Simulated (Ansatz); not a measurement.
Isolated molecules relaxed with PBE0-D4/def2-TZVP in Ansatz; ΔE leaves out vibrations. CCSD(T)/CBS is the MP2 limit (def2-TZVPP, def2-QZVPP) plus CCSD(T) − MP2 in def2-TZVPP, frozen cores. This one scheme is used for every species. Functionals use def2-TZVPP. For Se outer-core shells are correlated without core-valence functions, which leaves a few kJ/mol of doubt a bond. Scalar relativity is left out up to krypton. One conformer a species, not always the lowest.

Consider the ligand exchange at a B–F bond: `FBBCl` + H₂Se → `ClBB[SeH]` + H–F.

```tsv
level	ΔE (kJ/mol)
r2SCAN-D4	32.8
CAM-B3LYP-D4	49.0
LC-ωPBE	41.9
MP2/def2-QZVPP	22.3
```

Task: What does CCSD(T)/CBS give? (Estimate.)

Result: Computed: +27.4 kJ/mol. The listed levels differ from it by 5.4, 21.6, 14.5, -5.1 kJ/mol.

Largest T1 diagnostic among the species: 0.014.

The D4 term adds −8.2 kJ/mol with B3LYP and −4.4 kJ/mol with PBE0; it sums over pairs of atoms, weighted by their polarisabilities, and B3LYP, whose exchange is more repulsive, gets the larger term. In def2-TZVPP, CCSD(T) changes the Hartree–Fock value by −33.0 kJ/mol (the triples alone add −5.1 kJ/mol) and MP2 by −40.5 kJ/mol.

B3LYP here is the variant with VWN-RPA as its local correlation; programs differ in this.
